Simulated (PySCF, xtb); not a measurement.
3-silyloxypropanenitrile (C3H7NOSi), SMILES N#CCCO[SiH3].

GFN2-xTB (xtb) at its own geometry gives an orbital gap of 5.60 eV and a dipole moment of 2.81 D.

The structure is a stationary point at r2SCAN-D4/def2-SVP. The values are those of a single conformer.

Problem. What does PySCF with PBE/def2-TZVP give? (Estimate from the structure and the level; the computed values follow.)

Solution. gap 6.12 eV (levels -7.15 and -1.03 eV), dipole 3.47 D.
